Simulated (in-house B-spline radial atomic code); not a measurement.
Ru²⁺: [Ar] 3d10 4s2 4p5 4d6 7f1 (an excited or competing configuration)

Computed with a radial B-spline atomic code at the basis-set limit: Dirac-Hartree-Fock, average of configuration, Fermi nucleus of rms radius 4.4809 fm.

Effective charges: Z_r = [3n² - l(l+1)]/(2<r>) from the radius, Z_e = n√(-2ε) from the energy, and Slater's rules. Values are occupation-weighted means over j. An effective charge above Z reflects the relativistic contraction of the inner shells.

```csv
shell,electrons,ε (eV),<r> (bohr),Z_r,Z_e,Slater
1s,2,-22289,0.03343,44.87,40.48,43.70
2s,2,-3316.1,0.145,41.37,31.22,39.85
2p,6,-2969,0.1269,39.42,29.54,39.85
3s,2,-648.92,0.3999,33.76,20.72,32.75
3p,6,-531.4,0.401,31.17,18.75,32.75
3d,10,-341.99,0.3828,27.43,15.04,22.85
4s,2,-127.47,1.014,23.68,12.24,16.60
4p,5,-93.182,1.107,20.78,10.47,16.60
4d,6,-42.933,1.421,14.78,7.11,7.25
7f,1,-2.5829,21.54,3.13,3.05,3.00
```

The least bound orbital is 7f5/2 at -2.582 eV, and it is also the most diffuse (<r> = 21.54 bohr).

Spin-orbit splittings of the orbital energies (j = l + 1/2 above j = l - 1/2 when positive): 2p 131.7 eV, 3p 23.14 eV, 3d 4.446 eV, 4p 3.672 eV, 4d 0.4254 eV, 7f -0.0008373 eV.

For the 1s electron the small component carries 2.58 % of the norm, the zero-frequency Breit interaction raises the level by 44.9 eV, self-energy by 24.78 eV, and vacuum polarisation lowers it by 2.96 eV.
